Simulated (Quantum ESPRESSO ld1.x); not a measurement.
The table gives one normalised radial function P(r) = r R(r) (large component) of Ga+ in [Ar] 3d10 4s1.5 4p0.5 (r in bohr). All-electron calculation, Dirac Kohn-Sham, BLYP, spin-unpolarised, spherical densities, point nucleus; open shells fill j = l - 1/2 first. Program: ld1.x of Quantum ESPRESSO 7.5.

| r | P |
|---|---|
| 0.002812 | 0.0006 |
| 0.003691 | 0.0010 |
| 0.004883 | 0.0017 |
| 0.006409 | 0.0028 |
| 0.00848 | 0.0047 |
| 0.01113 | 0.0078 |
| 0.01473 | 0.0129 |
| 0.01933 | 0.0206 |
| 0.02558 | 0.0326 |
| 0.03357 | 0.0495 |
| 0.04442 | 0.0729 |
| 0.05831 | 0.1006 |
| 0.07715 | 0.1299 |
| 0.1013 | 0.1495 |
| 0.134 | 0.1449 |
| 0.1759 | 0.0999 |
| 0.2327 | 0.0043 |
| 0.3054 | -0.1189 |
| 0.4041 | -0.2267 |
| 0.5305 | -0.2502 |
| 0.6963 | -0.1559 |
| 0.9213 | 0.0488 |
| 1.209 | 0.2932 |
| 1.6 | 0.5127 |
| 2.1 | 0.6264 |
| 2.779 | 0.6019 |
| 3.647 | 0.4587 |
| 4.826 | 0.2626 |
| 6.335 | 0.1086 |
| 8.381 | 0.0283 |

Which n and l does it have? It may be an empty orbital.

Answer. n = 4, l = 1: the number of nodes gives n - l - 1 = 2, the rise at small r points to l (this Dirac orbital starts as r^gamma with gamma = sqrt((l + 1)^2 - (Z/c)^2) = 1.99; the j = 3/2 orbital of l + 1 starts with the same power, but with a smaller coefficient, and then steepens), and the extent must fit the shell. The curve is that of 4p3/2; the two j differ most near the nucleus, where j = l - 1/2 has the larger amplitude, and in heavy atoms j = l - 1/2 is also the more compact. 4p3/2 (empty): eigenvalue -9.469 eV, 2 radial nodes at r = 0.235, 0.869 bohr, <r> = 2.84 bohr, 90 % of the charge inside 4.36 bohr.
